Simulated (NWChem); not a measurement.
Molecule: C3Cl3F; SMILES FC(Cl)=C=C(Cl)Cl

```xyz
7

F     -1.5763    -2.1128     0.0000
C     -0.4009    -1.5166     0.0000
Cl     0.8962    -2.6411     0.0000
C     -0.2426    -0.2192     0.0000
C     -0.0512     1.0731     0.0000
Cl     0.0855     1.9995     1.4497
Cl     0.0855     1.9995    -1.4497
```
Atoms are numbered in this order, from 1.

Level: PBE0/def2-SVP (NWChem), optimised geometry, unscaled harmonic frequencies. 

```csv
frequency (cm⁻¹),IR intensity (km/mol)
77,0.0
86,0.0
107,0.1
236,0.1
368,1.9
436,0.7
437,0.2
501,5.4
577,11.3
585,4.2
768,256.8
893,218.1
1151,236.7
1454,54.7
2098,675.6
```

| Property | Result |
|---|---|
| zero-point energy | 14.0 kcal/mol |
| thermal correction to the enthalpy at 298.15 K (with zero-point energy) | 19.1 kcal/mol |
| heat capacity Cv | 22.9 cal/(mol K) |
| entropy at 298.15 K and 1 atm (symmetry number 1) | 89.0 cal/(mol K) |
| dipole moment | 0.37 D |

Rigid rotor and harmonic oscillator; modes under 100 cm⁻¹ make the entropy uncertain.
